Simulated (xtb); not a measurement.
xtb input (GFN1-xTB):

```bash
xtb mol.xyz --gfn 1 --opt tight --chrg 0 --uhf 0
```
mol.xyz:
```
17

C     -1.98046802    -2.20268848     0.87623080
C     -1.30521770    -1.55783979    -0.34013063
Si     0.00719077    -0.30796299     0.10426590
Br    -0.96291357     1.41327862     1.16752562
Br     0.91934255     0.45275989    -1.79930343
C      1.36435526    -0.97487518     1.19762264
C      2.08319433    -2.19682488     0.61329630
H     -1.25989755    -2.73456743     1.50069951
H     -2.73838977    -2.92318627     0.56451129
H     -2.46974210    -1.45373431     1.50035939
H     -0.82497072    -2.31693023    -0.96526719
H     -2.04165619    -1.06015831    -0.97528380
H      2.07022769    -0.16348833     1.38956935
H      0.90750246    -1.21769940     2.16197377
H      2.54947558    -1.96105317    -0.34422732
H      1.39445497    -3.02819344     0.45037729
H      2.86612707    -2.54748525     1.28767389
```

Output:

```
           -------------------------------------------------
          |                Calculation Setup                |
           -------------------------------------------------

           -------------------------------------------------
          |                 G F N 1 - x T B                 |
           -------------------------------------------------

        Reference                      10.1021/acs.jctc.7b00118
      * Hamiltonian:
        H0-scaling (s, p, d)           1.850000    2.250000    2.000000
        zeta-weighting                 0.000000
      * Dispersion:
        s8                             2.400000
        a1                             0.630000
        a2                             5.000000
        s9                             0.000000
      * Repulsion:
        kExp                           1.500000
        rExp                           1.000000
      * Coulomb:
        alpha                          2.000000
        third order                    atomic
        anisotropic                    false
      * Halogen bond correction:
        rad-scale                      1.300000
        damping                        0.440000

          ...................................................
          :                      SETUP                      :
          :.................................................:
          :  # basis functions                  66          :
          :  # atomic orbitals                  63          :
          :  # shells                           37          :
          :  # electrons                        44          :
          :  # halogen bonds                     0          :
          :  max. iterations                   250          :
          :  Hamiltonian                  GFN1-xTB          :
          :  restarted?                      false          :
          :  GBSA solvation                  false          :
          :  PC potential                    false          :
          :  electronic temp.          300.0000000     K    :
          :  accuracy                    1.0000000          :
          :  -> integral cutoff          0.2500000E+02      :
          :  -> integral neglect         0.1000000E-07      :
          :  -> SCF convergence          0.1000000E-05 Eh   :
          :  -> wf. convergence          0.2000000E-04 e    :
          :  Broyden damping             0.4000000          :
          :  net charge                          0          :
          :  unpaired electrons                  0          :
          ...................................................

 iter      E             dE          RMSdq      gap      omega  full diag
   1    -23.6923412 -0.236923E+02  0.793E+00    5.35       0.0  T
   2    -23.7515049 -0.591637E-01  0.479E+00    5.66       1.0  T
   3    -23.6427704  0.108735E+00  0.310E+00    5.76       1.0  T
   4    -23.8054471 -0.162677E+00  0.610E-01    5.98       1.0  T
   5    -23.8150664 -0.961931E-02  0.647E-02    6.05       1.0  T
   6    -23.8150849 -0.184501E-04  0.251E-02    6.08       1.0  T
   7    -23.8150807  0.414382E-05  0.254E-02    6.08       1.0  T
[...]
        32                         -0.0894675              -2.4345
        33                         -0.0858190              -2.3353
       ...                                ...                  ...
        63                          0.9499651              25.8499
      -------------------------------------------------------------
                  HL-Gap            0.2173890 Eh            5.9155 eV
             Fermi-level           -0.3058665 Eh           -8.3231 eV

  Mulliken/CM5 charges         n(s)   n(p)   n(d)
     1C    -0.07125 -0.21889   1.003  3.068  0.000
     2C    -0.13329 -0.20589   1.030  3.103  0.000
     3Si    0.31506  0.10652   1.236  1.541  0.908
     4Br   -0.08887 -0.03374   1.916  5.184 -0.011
     5Br   -0.08880 -0.03363   1.916  5.184 -0.011
     6C    -0.13330 -0.20589   1.030  3.103  0.000
     7C    -0.07124 -0.21889   1.003  3.068  0.000
     8H     0.02319  0.07559   0.977  0.000  0.000
     9H     0.02111  0.07216   0.979  0.000  0.000
    10H     0.02368  0.07622   0.976  0.000  0.000
    11H     0.03336  0.09008   0.967  0.000  0.000
    12H     0.03450  0.09116   0.965  0.000  0.000
    13H     0.03450  0.09116   0.965  0.000  0.000
    14H     0.03336  0.09008   0.967  0.000  0.000
    15H     0.02367  0.07622   0.976  0.000  0.000
    16H     0.02319  0.07559   0.977  0.000  0.000
    17H     0.02111  0.07216   0.979  0.000  0.000

Wiberg/Mayer (AO) data.
largest (>0.10) Wiberg bond orders for each atom

 ---------------------------------------------------------------------------
     #   Z sym  total        # sym  WBO       # sym  WBO       # sym  WBO
 ---------------------------------------------------------------------------
     1   6 C    3.998 --     2 C    0.994     9 H    0.987     8 H    0.987
                            10 H    0.986
     2   6 C    3.964 --     1 C    0.994     3 Si   0.970    11 H    0.947
                            12 H    0.945
     3  14 Si   4.783 --     5 Br   1.298     4 Br   1.298     2 C    0.970
                             6 C    0.970
     4  35 Br   1.419 --     3 Si   1.298
     5  35 Br   1.420 --     3 Si   1.298
     6   6 C    3.964 --     7 C    0.994     3 Si   0.970    14 H    0.947
                            13 H    0.945
     7   6 C    3.998 --     6 C    0.994    17 H    0.987    16 H    0.987
                            15 H    0.986
Note: The following floating-point exceptions are signalling: IEEE_DENORMAL
normal termination of xtb
     8   1 H    1.005 --     1 C    0.987
     9   1 H    1.008 --     1 C    0.987
    10   1 H    1.007 --     1 C    0.986
    11   1 H    1.006 --     2 C    0.947
    12   1 H    1.006 --     2 C    0.945
    13   1 H    1.006 --     6 C    0.945
    14   1 H    1.006 --     6 C    0.947
    15   1 H    1.007 --     7 C    0.986
    16   1 H    1.005 --     7 C    0.987
    17   1 H    1.008 --     7 C    0.987
 ---------------------------------------------------------------------------

Topologies differ in total number of bonds
Writing topology from bond orders to xtbtopo.mol

 dipole moment from electron density (au)
     X       Y       Z
   0.0196  -0.8377   0.2834  total (Debye):    2.248

           -------------------------------------------------
          |                Geometry Summary                 |
           -------------------------------------------------

      molecular mass/u    :      246.0149054
   center of mass at/Å    :       -0.0043228       0.1842037      -0.0623028
  moments of inertia/u·Å² :        0.5495584E+03   0.7703527E+03   0.9861170E+03
rotational constants/cm⁻¹ :        0.3067487E-01   0.2188300E-01   0.1709496E-01

 * 14 selected distances

     #   Z          #   Z                                           value/Å
     2   6 C        3  14 Si                                      1.9264329
     3  14 Si       4  35 Br                                      2.2486258 (max)
     3  14 Si       5  35 Br                                      2.2483512
     3  14 Si       6   6 C                                       1.9264339
     1   6 C        8   1 H                                       1.0913348
     1   6 C        9   1 H                                       1.0918124
     1   6 C       10   1 H                                       1.0913676
     2   6 C       11   1 H                                       1.0993708
     2   6 C       12   1 H                                       1.1001470
     6   6 C       13   1 H                                       1.1001472
     6   6 C       14   1 H                                       1.0993696
     7   6 C       15   1 H                                       1.0913669
     7   6 C       16   1 H                                       1.0913347 (min)
     7   6 C       17   1 H                                       1.0918136

 * 3 distinct bonds (by element types)

   Z      Z             #   av. dist./Å        max./Å        min./Å
   1 H    6 C          10     1.0948065     1.1001472     1.0913347
   6 C   14 Si          2     1.9264334     1.9264339     1.9264329
  14 Si  35 Br          2     2.2484885     2.2486258     2.2483512

optimized geometry written to: xtbopt.xyz

           -------------------------------------------------
          | TOTAL ENERGY              -23.583600728783 Eh   |
          | GRADIENT NORM               0.000160144654 Eh/α |
          | HOMO-LUMO GAP               5.915456730311 eV   |
           -------------------------------------------------

------------------------------------------------------------------------
------------------------------------------------------------------------
 total:
 SCF:
 ANC optimizer:
```
